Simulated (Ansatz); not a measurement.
Molecular dynamics, step by step

GeH4S, closed shell, PBE0-D4/def2-SVP (Ansatz 0.2.0). Settings (timestep in fs, temperature in K; T counts 12 degrees of freedom):

```yaml
hamiltonian: {xc: pbe0, dispersion: d4}
md: {n_steps: 60, timestep: 0.5, temperature: 500, ensemble: nve, seed: 955, initial_velocities: maxwell_boltzmann}
```

Start, the saddle point found with PBE0-D4 in triple zeta (not stationary at another level):

Ge1  (-0.281, -0.732, -1.125)
H2  (0.393, 0.788, -0.209)
S3  (1.272, -0.243, 0.760)
H4  (-0.235, 0.993, -1.045)
H5  (-1.507, -0.672, -0.116)
H6  (0.358, -0.134, 1.736)
(Å)

| step | time (fs) | potential energy less the start (meV) | kinetic energy (meV) | T (K) |
| --- | --- | --- | --- | --- |
| 0 | 0.00 | 0.0 | 258.5 | 500 |
| 4 | 2.00 | 42.9 | 216.1 | 418 |
| 8 | 4.00 | 95.4 | 164.1 | 317 |
| 12 | 6.00 | 47.0 | 212.2 | 411 |
| 16 | 8.00 | -48.0 | 306.5 | 593 |
| 20 | 10.00 | -40.4 | 298.4 | 577 |
| 24 | 12.00 | 88.9 | 171.1 | 331 |
| 28 | 14.00 | -21.5 | 279.9 | 541 |
| 32 | 16.00 | -122.1 | 380.0 | 735 |
| 36 | 18.00 | -37.3 | 296.3 | 573 |
| 40 | 20.00 | -10.8 | 270.3 | 523 |
| 44 | 22.00 | -156.0 | 414.2 | 801 |
| 48 | 24.00 | -211.7 | 469.7 | 908 |
| 52 | 26.00 | -196.7 | 456.4 | 883 |
| 56 | 28.00 | -318.9 | 576.0 | 1114 |
| 60 | 30.00 | -178.8 | 437.8 | 847 |

Step 24, positions (Å) and forces (eV/Å):

| atom | x | y | z | Fx | Fy | Fz |
| --- | --- | --- | --- | --- | --- | --- |
| Ge1 | -0.271 | -0.726 | -1.119 | -1.721 | -1.114 | -0.334 |
| H2 | 0.661 | 0.707 | 0.123 | -0.702 | 2.462 | -1.289 |
| S3 | 1.250 | -0.254 | 0.740 | 1.593 | -1.509 | 1.790 |
| H4 | -0.499 | 0.827 | -1.312 | 0.111 | 0.422 | 0.085 |
| H5 | -1.574 | -0.780 | -0.052 | 0.810 | -0.045 | -0.661 |
| H6 | 0.481 | 0.077 | 1.792 | -0.090 | -0.215 | 0.409 |

Step 28, positions (Å) and forces (eV/Å):

| atom | x | y | z | Fx | Fy | Fz |
| --- | --- | --- | --- | --- | --- | --- |
| Ge1 | -0.272 | -0.725 | -1.119 | -1.531 | -1.401 | -0.257 |
| H2 | 0.720 | 0.784 | 0.136 | -0.224 | 1.585 | -0.740 |
| S3 | 1.248 | -0.256 | 0.740 | 0.909 | -0.695 | 1.471 |
| H4 | -0.515 | 0.798 | -1.339 | 0.049 | 0.757 | 0.085 |
| H5 | -1.564 | -0.810 | -0.056 | 0.742 | -0.003 | -0.628 |
| H6 | 0.508 | 0.086 | 1.826 | 0.055 | -0.242 | 0.069 |

Step 44, positions (Å) and forces (eV/Å):

```json
{"atom": "Ge1", "x": "-0.278", "y": "-0.730", "z": "-1.123", "Fx": "0.375", "Fy": "0.273", "Fz": "-1.681"}
{"atom": "H2", "x": "1.053", "y": "1.041", "z": "0.229", "Fx": "0.325", "Fy": "-1.030", "Fz": "0.582"}
{"atom": "S3", "x": "1.244", "y": "-0.252", "z": "0.748", "Fx": "0.503", "Fy": "1.276", "Fz": "-0.192"}
{"atom": "H4", "x": "-0.558", "y": "0.882", "z": "-1.392", "Fx": "0.073", "Fy": "-0.581", "Fz": "0.375"}
{"atom": "H5", "x": "-1.429", "y": "-0.934", "z": "-0.165", "Fx": "-1.017", "Fy": "-0.070", "Fz": "0.783"}
{"atom": "H6", "x": "0.642", "y": "0.055", "z": "1.916", "Fx": "-0.260", "Fy": "0.133", "Fz": "0.131"}
```

Last step (60):

```
6
angstrom
Ge -0.2850 -0.7345 -1.1363
H 1.6111 1.1495 0.5093
S 1.2460 -0.2379 0.7613
H -0.5774 0.7947 -1.2567
H -1.5598 -1.0440 -0.0782
H 0.6889 0.0576 1.9776
```

The run took about 56 s on 2 CPU threads of an Arm Neoverse V2 (shared host).
